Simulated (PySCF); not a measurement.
Al(H)(Me)(nPr), SMILES [CH3][AlH][CH2]CC at its GFN2-xTB optimised geometry (Å):

```
16

Al     0.0249     1.1778     0.0000
H      1.5800     1.1778     0.0000
C     -0.8860     2.9453     0.0000
H     -1.4708     3.1343    -0.9079
H     -0.1499     3.7558     0.0706
H     -1.5800     3.0783     0.8384
C     -0.7598    -0.6662    -0.0026
C      0.4361    -1.6341    -0.0596
C      0.0068    -3.0970    -0.0564
H     -1.4245    -0.8698    -0.8548
H     -1.3644    -0.9004     0.8858
H      1.0243    -1.4285    -0.9613
H      1.0946    -1.4454     0.7961
H     -0.5538    -3.3272     0.8480
H      0.8722    -3.7558    -0.1003
H     -0.6292    -3.3088    -0.9143
```

Level of theory: PBE0/def2-TZVP run with PySCF.

Map of the electrostatic potential (hartree/e), clipped to [-0.08, 0.12] on the plane z = 1.0 Å:

```
|.............................|
|.............................|
|.............................|
|........... ...:.............|
|.............::::............|
|........:-+=:--::............|
|........-@@@#=-:.............|
|.......:-@@@@*-::..   .......|
|........:*@@#*+=-:.     .....|
|........::-=+%@@*:      .....|
|.........::=@@@@@=.      ....|
|.........:-*@@@@@=.      ....|
|.........:-+@@@@@=.      ....|
|..........:-#@@@%-.     .....|
|.........:-==*##+:.     .....|
|.........-@@@#===-:.   ......|
|........:*@@@%=+@@=..........|
|........:=@@@++@@@@:.........|
|.........:=+--*@@@%:.........|
|...........::-=+**-..........|
|...........:+*+=-:...........|
|..........:+@@@+:............|
|..........:#@@@=:............|
|..........:=@@+:::...........|
|...........:::...............|
|.............................|
|.............................|
|.............................|
|.............................|
```
Scale: ten equal steps from -0.024 (start of ' ') to 0.120 (end of '@'), in the order ' .:-=+*#%@'; x runs from -6.00 to 6.00, y from -6.00 (bottom) to 6.00 (top).
